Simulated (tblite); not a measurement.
Compound: C12H8.
SMILES with atom numbers: `[CH:1]1=[CH:2][c:3]2[cH:4][c:5]3[c:6]([cH:7][c:8]2=[CH:9]1)[CH:10]=[CH:11][CH:12]=3` (hydrogens: H13 on C1; H14 on C2; H15 on C4; H16 on C7; H17 on C9; H18 on C10; H19 on C11; H20 on C12)

Computed values, GFN2-xTB/tblite, gas phase, harmonic and unscaled. This tight-binding method is rough: wavenumbers can miss measured ones by several per cent, in bad cases by 10 to 20.

Harmonic wavenumbers (cm⁻¹): 106.9, 123.3, 158.7, 255.9, 306.9, 316.8, 386.4, 428.0, 439.2, 520.9, 537.0, 633.9, 699.3, 734.9, 763.3, 764.7, 768.6, 780.8, 787.4, 825.2, 828.1, 846.4, 849.6, 860.4, 875.4, 878.6, 897.3, 1069.7, 1074.6, 1080.7, 1085.3, 1139.1, 1170.9, 1188.8, 1206.8, 1270.7, 1329.3, 1344.9, 1347.5, 1406.1, 1408.7, 1425.2, 1524.2, 1533.8, 1561.0, 1569.8, 3060.8, 3063.3, 3123.1, 3123.6, 3128.5, 3129.0, 3140.5, 3141.5.

A = 3015, B = 701.2, C = 568.9 MHz; mass 152.063 u (most abundant isotopes); point group D2h, symmetry number 4.

Q: What is the zero-point energy?

A: ½Σν̃ = 33011 cm⁻¹ = 94.38 kcal/mol.

Q: Entropy at 298.15 K, 1 bar (ideal gas, RRHO, classical rotation)?

A: Translation 40.99, rotation 27.22, vibration 21.32: S = 89.5 cal/(mol K).

Q: And Cp and H(298.15 K) − H(0)?

A: Cp = 39.16 cal/(mol K), of which vibrations give 31.21 (their classical limit is 54 R = 107.3); H(298.15 K) − H(0) = 6.24 kcal/mol without the zero-point energy, 3.87 from vibrations.

Q: Blend soft modes into free rotors: weight 1/[1 + (100 cm⁻¹/ν̃)⁴] for the oscillator and the rest for a rotor with moment μB/(μ + B), μ = h/(8π²ν), B = 10⁻⁴⁴ kg m². What vibrational entropy results?

A: 20.96 cal/(mol K) in place of 21.32, which changes −T·S at 298.15 K by +0.11 kcal/mol.

Q: What must be added to the electronic energy to get the Gibbs energy at 298.15 K and 1 bar?

A: ZPE + [H(298.15 K) − H(0)] − T·S = 94.38 + 6.24 − 26.69 = 73.93 kcal/mol.

Q: How do the functions run with temperature in this model?

A: 
| T (K) | S (cal/(mol K)) | Cp (cal/(mol K)) | H − H(0) (kcal/mol) | G − H(0) (kcal/mol) | ln q(vib) |
| --- | --- | --- | --- | --- | --- |
| 50 | 54.8 | 10.2 | 0.43 | -2.31 | 0.09 |
| 100 | 63.3 | 14.8 | 1.05 | -5.28 | 0.59 |
| 373.15 | 99.4 | 48.9 | 9.55 | -27.53 | 5.91 |
| 500 | 115.7 | 62.4 | 16.65 | -41.18 | 9.05 |
| 750 | 144.6 | 79.7 | 34.62 | -73.80 | 15.51 |
| 1000 | 169.0 | 89.9 | 55.92 | -113.09 | 21.74 |

q(vib) and H(0) count from the zero-point level.

Hindered rotation and anharmonicity are outside this model.
